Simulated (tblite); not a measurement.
Compound: C4H7OSi (doublet state).
Structure used (GFN2-xTB), in Å, numbered top down from 1:
```
atom  x, y, z in Å
C1     1.9100   -1.9037   -1.3568
C2     1.5111   -0.8621   -0.8963
Si3    1.0075    0.6349    0.0513
O4     1.7256    1.9887   -0.5095
C5    -0.8899    0.7956    0.1182
C6    -1.5659   -0.4488    0.6764
H7     2.2382   -2.7978   -1.8040
H8     1.7033    2.2426   -1.4325
H9    -1.2627    0.9797   -0.8946
H10   -1.1751    1.6632    0.7158
H11   -1.2972   -1.3255    0.0909
H12   -1.2595   -0.6237    1.7054
H13   -2.6499   -0.3426    0.6567
```

All values are computed: GFN2-xTB (tblite) harmonic vibrations without scaling, gas phase. Errors from tens to a few hundred cm⁻¹ against measured bands are possible. One conformer, not necessarily the lowest. Open shells enter through the occupations alone, without spin polarisation, and single modes of such species can be off by tens of per cent.

Harmonic wavenumbers (cm⁻¹): 50.8, 90.8, 130.8, 168.0, 184.3, 230.1, 269.8, 292.3, 325.3, 610.3, 624.1, 678.0, 726.5, 744.2, 768.0, 884.0, 983.0, 1024.8, 1085.2, 1240.3, 1285.6, 1423.2, 1481.9, 1510.3, 1512.6, 2146.6, 2923.6, 2977.6, 3010.7, 3028.7, 3035.8, 3349.6, 3549.2.

A = 3107, B = 2393, C = 1430 MHz; mass 99.027 u (most abundant isotopes); point group C1, symmetry number 1; spin multiplicity 2.

Question: Zero-point energy?

Answer: Half the sum of the wavenumbers: 21173 cm⁻¹ = 253.29 kJ/mol.

Question: Give the ideal-gas entropy at 200 K and 1 bar in the rigid-rotor, harmonic-oscillator model (classical rotation).

Answer: Translation 157.87, rotation 111.36, vibration 69.54, spin (R ln 2) 5.76: S = 344.5 J/(mol K).

Question: And Cp and H(200 K) − H(0)?

Answer: Cp = 106.34 J/(mol K), of which vibrations give 73.08 (their classical limit is 33 R = 274.4); H(200 K) − H(0) = 14.37 kJ/mol without the zero-point energy, 7.71 from vibrations.

Question: Blend soft modes into free rotors: weight 1/[1 + (100 cm⁻¹/ν̃)⁴] for the oscillator and the rest for a rotor with moment μB/(μ + B), μ = h/(8π²ν), B = 10⁻⁴⁴ kg m². What vibrational entropy results?

Answer: 65.72 J/(mol K) in place of 69.54, which changes −T·S at 200 K by +0.76 kJ/mol.

Question: How do the functions run with temperature in this model?

Answer: 
| T (K) | S (J/(mol K)) | Cp (J/(mol K)) | H − H(0) (kJ/mol) | G − H(0) (kJ/mol) | ln q(vib) |
| --- | --- | --- | --- | --- | --- |
| 150 | 316.1 | 92.0 | 9.40 | -38.01 | 2.55 |
| 250 | 369.7 | 120.0 | 20.03 | -72.41 | 4.87 |
| 298.15 | 392.0 | 132.7 | 26.11 | -90.75 | 5.94 |
| 400 | 434.4 | 156.5 | 40.87 | -132.88 | 8.11 |
| 600 | 504.9 | 191.6 | 75.91 | -227.05 | 12.05 |
| 900 | 589.7 | 226.2 | 138.97 | -391.75 | 17.26 |

q(vib) and H(0) count from the zero-point level.

Question: What must be added to the electronic energy to get the Gibbs energy at 200 K and 1 bar?

Answer: ZPE + [H(200 K) − H(0)] − T·S = 253.29 + 14.37 − 68.90 = 198.76 kJ/mol.

Question: Which modes carry the vibrational entropy at 200 K?

Answer: 50.8 cm⁻¹: 16.73; 90.8 cm⁻¹: 12.00; 130.8 cm⁻¹: 9.12; 168.0 cm⁻¹: 7.23; 184.3 cm⁻¹: 6.55; 230.1 cm⁻¹: 5.01 J/(mol K); the other 27 give 12.89 together.

Hindered rotation and anharmonicity are outside this model. Other conformers, if any are populated, would add a mixing term that is left out. The structure is chiral; the term R ln 2 for an equal mix with its mirror image is left out.
